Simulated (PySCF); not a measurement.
SMILES F[Si](F)(F)[SiH2]C, singlet, GFN2-xTB optimised geometry.

```
11

C      1.29     0.81     1.23
Si     0.64    -0.48     0.00
Si    -1.64    -0.48     0.00
F     -2.36    -1.20     1.22
F     -2.33    -1.19    -1.25
F     -2.37     0.94     0.00
H      0.94     1.81     0.98
H      2.37     0.84     1.24
H      0.96     0.59     2.25
H      1.14    -0.17    -1.35
H      1.14    -1.81     0.37
```

Density from B3LYP/def2-TZVP run with PySCF at that geometry.

Minimum of the electron density along straight lines between bonded atoms, close to the bond critical point (lines longer than 1.1 times the sum of covalent radii, or with two minima, are not listed):

```csv
bond,length / Å,ρ at the minimum / e bohr⁻³,∇²ρ there / e bohr⁻⁵,position (fraction from the first atom)
C1–Si2,1.898,0.117,0.13,0.61
Si2–Si3,2.282,0.102,?,0.35
Si3–F4,1.594,0.142,1.01,0.42
Si3–F5,1.593,0.142,0.99,0.42
Si3–F6,1.595,0.141,1.01,0.42
C1–H7,1.087,0.277,-0.93,0.64
C1–H8,1.086,0.277,-0.93,0.64
C1–H9,1.088,0.276,-0.93,0.64
Si2–H10,1.471,0.124,0.17,0.49
Si2–H11,1.471,0.124,0.17,0.49
```

Problem. Complete the blanks.

Solution. 
- Si2–Si3, ∇²ρ there / e bohr⁻⁵: -0.10
